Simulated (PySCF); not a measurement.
PySCF input file for C2H6ClFSi2, SMILES C=C(F)[Si@H]([SiH3])Cl, B3LYP/pcSseg-1. Geometry: PBE0-D3(BJ)/def2-SVP. The structure was generated by enumeration; whether it is a known compound was not checked. Other conformers were not sampled.

```python
import numpy as np
from pyscf import gto, scf, dft
from pyscf.prop.nmr import rks as nmr

mol = gto.M(
    atom='''
    C     2.22502702    0.79988681    0.81081799
    C     1.51734544    0.26576481   -0.18053936
    F     1.95130934    0.34851786   -1.45513888
    Si   -0.14100444   -0.62347547   -0.07324299
    Si   -1.72761735    0.50492346   -1.37260469
    Cl   -0.74892385   -0.59463465    1.91348746
    H     1.85572855    0.72620306    1.83475130
    H     3.17237592    1.31069925    0.61768548
    H     0.02892719   -2.04408470   -0.49347316
    H    -3.06088317   -0.15181049   -1.22498820
    H    -1.80625130    1.91880002   -0.89886863
    H    -1.31350574    0.47813986   -2.80794773
    ''',
    basis='pcSseg-1',
    charge=0,
    spin=0,
    max_memory=1600,
    verbose=3,
)
mf = dft.RKS(mol, xc='b3lyp')
mf.grids.level = 3
mf.conv_tol = 1e-10
mf.max_cycle = 100
mf.kernel()
n = nmr.NMR(mf)
n.verbose = 2
n.max_cycle_cphf = 60
sigma = n.kernel()
print('atom   isotropic/ppm   span/ppm')
for i, s in enumerate(sigma):
    w = np.linalg.eigvalsh((s + s.T) / 2)
    print(f'{mol.atom_symbol(i):2s}{i + 1:3d} {w.mean():14.3f} {w[2] - w[0]:11.3f}')
```

Output:

```
converged SCF energy = -1218.87632275499
atom   isotropic/ppm   span/ppm
C   1         63.466     217.559
C   2          0.968     163.801
F   3        276.826     253.355
Si  4        349.861     119.238
Si  5        438.389      17.588
Cl  6        988.147     145.609
H   7         25.861       7.598
H   8         25.639       7.824
H   9         26.015       8.360
H  10         27.833       8.279
H  11         27.887       7.381
H  12         27.773       8.568
```

The calculation finished and met its thresholds.
